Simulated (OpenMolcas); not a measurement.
CH6B2O: a line through the functionals

CH6B2O has 10 atoms, charge 0, and is taken as a singlet. SMILES: `BB(C)O`. The shape is that of a PBE0-D4/def2-TZVP optimisation. This is one conformer, not always the lowest.

The vertical ionisation energy (to the doublet cation) y, in eV, basis def2-SVP; a is the functional's share of exact exchange. Programs: OpenMolcas 26.06.

| functional | program | a | y (eV) |
| --- | --- | --- | --- |
| revPBE | OpenMolcas | 0 | 9.52 |
| r2SCAN | OpenMolcas | 0 | 9.69 |
| B3LYP | OpenMolcas | 0.2 | 9.90 |
| PBE0 | OpenMolcas | 0.25 | ? |
| BHLYP | OpenMolcas | 0.5 | 10.10 |

Question: Fit y = c + s·a to the known rows and predict PBE0.

Answer: 
1. Means of the 4 rows: a = 0.1750, y = 9.803.
2. Σ(Δa)² = 0.1675, Σ(Δa·Δy) = 0.16825, so the slope is 0.16825/0.1675 = 1.0045.
3. Intercept: 9.803 − (1.0045) × 0.1750 = 9.627. The largest residual of the fit is 0.11.
4. PBE0: 9.627 + (1.0045) × 0.25 = 9.88 eV.

The run gave 9.89 eV, so the prediction is off by -0.01 eV, within the largest residual. The rows mix families of semi-local functionals, which the line can't see.
